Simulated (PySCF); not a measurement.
Computed IR spectrum (relative IR intensity) of a molecule CH10O2Si3. The structure is a stationary point at PBE-D3(BJ)/def2-SVP. One conformer was computed; it need not be the lowest. Level of theory: PBE-D3(BJ)/def2-SVP (PySCF). Frequencies are harmonic and unscaled.

ν (cm⁻¹): 334 (w), 696 (w), 699 (vw), 710 (w), 713 (w), 754 (m), 852 (vs), 874 (s), 911 (m), 915 (m), 918 (m), 949 (s), 969 (s), 1041 (s), 1048 (vs), 1223 (w), 2149 (m), 2155 (m), 2162 (w), 2168 (m), 2185 (s), 2190 (m) (against the strongest line: vs over 80 %, s over 45 %, m over 15 %, w over 4 %, vw less)

Question: Which structure fits?
(A) C[SiH](O[SiH3])O[SiH3]
(B) CO[Si@@H]([SiH3])O[SiH3]
(C) C[Si@H](O)O[SiH2][SiH3]
(D) C[Si@@](O)([SiH3])[SiH2]O

Answer: A, C[SiH](O[SiH3])O[SiH3]
